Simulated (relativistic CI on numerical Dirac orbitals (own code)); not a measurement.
Calculated at this level of theory: Dirac-Coulomb-Breit CI, orbitals from a KLI potential per configuration, a model potential for QED, unscaled Slater integrals (own radial code, finite nucleus).

Configurations in the expansion (outside the closed core [Ar] 3d10): 4s2 4p6 4d4, 4s2 4p6 4d3 4f, 4s2 4p5 4d5, 4s2 4p6 4d3 5s, 4s2 4p6 4d3 5p, 4s 4p6 4d5, 4s2 4p6 4d2 5s 5p, 4s2 4p5 4d4 4f, 4s2 4p6 4d3 5d, 4s2 4p6 4d2 4f 5s, 4s2 4p6 4d3 6s, 4s2 4p6 4d3 6p, 4s2 4p6 4d3 5f, 4s 4p6 4d4 4f, 4s2 4p5 4d4 5s, 4s2 4p6 4d3 6d, 4s2 4p6 4d3 5g, 4s2 4p6 4d3 7s, 4s2 4p6 4d3 7p, 4s2 4p6 4d3 6f, 4s 4p6 4d4 5s, 4s 4p6 4d3 5s 5p, 4s2 4p6 4d2 5s2, 4s2 4p6 4d 4f 5s2, 4s2 4p6 4d 5s2 5p, 4s2 4p5 4d2 4f 5s2, 4p6 4d6, 4p5 4d7, 4p5 4d6 4f. Double excitations out of closed p, d and f shells are left out; levels of such configurations are missing from the list, as are those of other unlisted configurations, and high levels can miss mixing partners. These lack a partner that the ground configuration has and come out too high: 4s2 4p5 4d4 5s.

At this charge configurations can still be misplaced by up to about 7 % of their energy. Terms inside the open d or f shell come out 10 to 20 % too wide with unscaled integrals.

Outline of the computed level scheme of Cd IX. Lowest level of each configuration: 4s2 4p6 4d4 5D_0 at 0.0000 eV; 4s2 4p6 4d3 5s 5F_1 at 45.9346 eV.

LS names give the leading component of a level, which can be under half, so a name can repeat, a term be missing and a line seem to break the LS rules.
